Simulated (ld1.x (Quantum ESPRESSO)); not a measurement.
## Before and after: TM potential for Tc (Z = 43)

ld1.x (Quantum ESPRESSO) 7.5 input, shortened:

```
&input
   title='Tc', zed=43., rel=2, dft='PW91', iswitch=3,
   config='[Kr] 4d5 5s1.5 5p0', rel_dist='average'
 /
 &inputp
   pseudotype=2, tm=.true., lloc=0,
   nlcc=.true., rcore=1.65
 /
3
5P  2  1   0.00   0.00  3.00  3.00  0.0
4D  3  2   5.00   0.00  1.65  1.65  0.0
5S  1  0   1.50   0.00  2.35  2.35  0.0
 &test
   configts(1)='4d5 5s1.5 5p0'
 /
```

Open shells are filled in proportion to 2j + 1 (rel_dist='average').

Change: wave 4d (bound): rc 1.65 bohr becomes 4d (bound): rc 1.26 bohr.

Cutoffs: the cutoffs (Ry, on a coarse ladder) from which the occupation-weighted sum of valence levels, in a spherical-Bessel basis at the reference potential, stays within 10 and 1 mRy of its value at 400 Ry; they do not see the model core or the augmentation charge, which bear on the density cutoff. Errors are all-electron minus pseudo energies relative to the spin-unpolarised reference configuration.

Predict the effect on cutoff, ghosts and configuration errors.

The potential gets harder (50 Ry and 55 Ry → 55 Ry and 80 Ry); the errors of the 7 common tests hardly move; neither file shows a bound ghost. A smaller radius makes the pseudo-wave follow the all-electron one further in, where it bends more sharply, so more plane waves are needed.

| quantity | base | changed |
| --- | --- | --- |
| cutoff, loose | 50 Ry | 55 Ry |
| cutoff, tight | 55 Ry | 80 Ry |
| loose cutoff by channel (10 mRy a level) | d 40 Ry, s 6 Ry | d 45 Ry, s 6 Ry |
| bound ghosts | none | none |
| error for 4d5 5s2 5p0, meV [ΔE -3.31 eV] | -1.1 | -1.1 |
| error for 4d5 5s1 5p0, meV [ΔE 4.90 eV] | -1.9 | -1.9 |
| error for 4d5 5s0 5p0, meV [ΔE 19.82 eV] | -29 | -29 |
| error for 4d3 5s0 5p0, meV [ΔE 90.70 eV] | -990 | -995 |
| error for 4d6 5s1 5p0, meV [ΔE -4.25 eV] | -98 | -99 |
| error for 4d4 5s2 5p0, meV [ΔE 8.38 eV] | -146 | -147 |
| error for 4d5.5 5s1.5 5p0, meV [ΔE -3.94 eV] | -23 | -23 |
| s: phases at 3.26 bohr within 0.05 rad from the reference energy up to (Ry; the scan ends near 5) | 1.4 | 1.4 |
| p1/2: phases at 3.26 bohr within 0.05 rad from the reference energy up to (Ry; the scan ends near 5) | 2.3 | 2.3 |
| p3/2: phases at 3.26 bohr within 0.05 rad from the reference energy up to (Ry; the scan ends near 5) | 2.1 | 2.1 |
| d3/2: phases at 3.26 bohr within 0.05 rad from the reference energy up to (Ry; the scan ends near 5) | 0.3 | 0.3 |
| d5/2: phases at 3.26 bohr within 0.05 rad from the reference energy up to (Ry; the scan ends near 5) | 0.3 | 0.3 |
